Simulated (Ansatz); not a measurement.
SnO3H2⁺. Total charge 1; doublet. Geometry PBE-D4/def2-SVP, that of the neutral singlet.

```tsv
atom	x (Å)	y (Å)	z (Å)
Sn1	-0.5046	-0.9561	-0.8636
O2	1.3744	0.1022	0.2953
O3	0.5218	0.9001	-0.6328
O4	-1.9053	-0.5096	0.5248
H5	-1.7084	0.3840	0.8772
H6	2.2221	0.0794	-0.2010
```

In the def2 sets Sn takes a core potential; there is no spin–orbit coupling. The structure holds one bond between oxygen atoms, so isomers without such links may lie far lower. The structure comes from a short search, and lower isomers may exist.

**Question.** Estimate the α-spin orbital energies around the gap (eV) in Ansatz with PBE-D4/def2-TZVP, r2SCAN-D4/def2-TZVP, PBE0-D4/def2-TZVP.

**Answer.** 
```csv
orbital,PBE-D4/def2-TZVP,r2SCAN-D4/def2-TZVP,PBE0-D4/def2-TZVP
HOMO−5,-17.27,-17.77,-19.03
HOMO−4,-15.22,-15.64,-16.89
HOMO−3,-14.00,-14.61,-16.13
HOMO−2,-13.74,-14.24,-15.72
HOMO−1,-13.36,-13.75,-14.67
HOMO,-13.12,-13.44,-14.48
LUMO,-8.91,-8.78,-8.06
LUMO+1,-8.17,-8.00,-6.92
LUMO+2,-7.15,-6.87,-6.42
LUMO+3,-6.28,-5.88,-5.42
LUMO+4,-4.66,-3.81,-3.69
LUMO+5,-3.42,-2.56,-2.29
β HOMO,-12.93,-13.19,-14.00
β LUMO,-12.46,-12.43,-11.70
```
